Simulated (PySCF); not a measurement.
ClH₃SiZn. Atoms are numbered in the order given.

```xyz
6

Zn     0.0000     0.0000    -0.0864
Cl     0.0000     0.0000    -2.2072
Si     0.0000     0.0000     2.2653
H      1.2104     0.6988     2.8004
H      0.0000    -1.3976     2.8004
H     -1.2104     0.6988     2.8004
```

Geometry: PBE0-D3(BJ)/def2-SVP.

All values below come from TDDFT-PBE0/def2-SVPD run with PySCF.

Vertical excitations; the highest root listed may be one member of a degenerate set.  State labels are in the subgroup Cs.

Computed UV-visible absorptions:
```csv
state,symmetry,energy (eV),λ (nm),f,main pairs
S1,A",6.15,202,0.050,HOMO→LUMO+1 (degenerate set)
S2,A',6.15,202,0.050,HOMO→LUMO (degenerate set)
S3,A",6.45,192,0.000,"HOMO−1→LUMO 50 %, HOMO−2→LUMO+1 50 %"
S4,A",6.48,191,0.000,"HOMO−2→LUMO+1, HOMO−1→LUMO (degenerate set)"
S5,A',6.48,191,0.000,"HOMO−2→LUMO, HOMO−1→LUMO+1 (degenerate set)"
S6,A',6.58,188,0.196,"HOMO→LUMO+2 64 %, HOMO−1→LUMO+1 17 %, HOMO−2→LUMO 17 %"
S7,A',6.68,186,0.039,HOMO−2→LUMO+2 (degenerate set)
S8,A",6.68,186,0.039,HOMO−1→LUMO+2 (degenerate set)
S9,A',7.11,174,0.618,"HOMO→LUMO+2 30 %, HOMO−1→LUMO+1 30 %, HOMO−2→LUMO 30 %"
S10,A",7.65,162,0.000,"HOMO−3→LUMO+1 49 %, HOMO−4→LUMO 49 %"
T1,A",5.17,240,0,HOMO→LUMO+1 (degenerate set)
T2,A',5.17,240,0,HOMO→LUMO (degenerate set)
T3,A',5.59,222,0,HOMO→LUMO+2 96 %
T4,A',6.19,200,0,"HOMO−2→LUMO 48 %, HOMO−1→LUMO+1 48 %"
```
Triplets are in the Tamm–Dancoff approximation, which puts them higher than full response would, so one can lie above its singlet here.
